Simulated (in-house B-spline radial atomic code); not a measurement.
Ionisation energies with and without relativity, with size and susceptibility from the Dirac run. Dirac energy differences include first-order Breit, QED and recoil terms. NIST's values go from ground level to ground level; the uncertainty of those that are theory runs from under 0.1 % in few-electron ions to several per cent in heavy many-electron ones. Computed with a B-spline radial code for spherical atoms: non-relativistic Hartree-Fock and Dirac-Hartree-Fock, averages of the configuration (point nuclei without relativity, finite nuclei with it).

| ion | configuration | configuration after | ionisation non-relativistic (eV) | ionisation Dirac Breit and QED (eV) | tabulated value (eV) | radius at density 0.001 (bohr) | diamagnetic susceptibility (10⁻⁶ cm³/mol) |
| --- | --- | --- | --- | --- | --- | --- | --- |
| Sc+ | [Ar] 3d1 4s1 | [Ar] 3d1 | 12.017 | 12.076 | 12.79977 | 4.299 | -24.122 |
| Ti+ | [Ar] 3d2 4s1 | [Ar] 3d2 | 12.638 | 12.715 | 13.5755 | 4.219 | -23.372 |
| V+ | [Ar] 3d4 | [Ar] 3d3 | 12.673 | 12.578 | 14.634 | 3.57 | -17.657 |
| Cr+ | [Ar] 3d5 | [Ar] 3d4 | 13.580 | 13.471 | 16.48631 | 3.498 | -17.14 |
| Mn+ | [Ar] 3d5 4s1 | [Ar] 3d5 | 14.254 | 14.391 | 15.63999 | 3.982 | -20.989 |
| Fe+ | [Ar] 3d6 4s1 | [Ar] 3d6 | 14.744 | 14.904 | 16.19921 | 3.912 | -20.255 |
| Co+ | [Ar] 3d8 | [Ar] 3d7 | 16.029 | 15.875 | 17.0844 | 3.289 | -15.632 |
| Ni+ | [Ar] 3d9 | [Ar] 3d8 | 16.784 | 16.612 | 18.16884 | 3.226 | -15.169 |
| Cu+ | [Ar] 3d10 | [Ar] 3d9 | 17.517 | 17.325 | 20.29239 | 3.166 | -14.73 |
| Zn+ | [Ar] 3d10 4s1 | [Ar] 3d10 | 16.556 | 16.835 | 17.96439 | 3.671 | -17.718 |
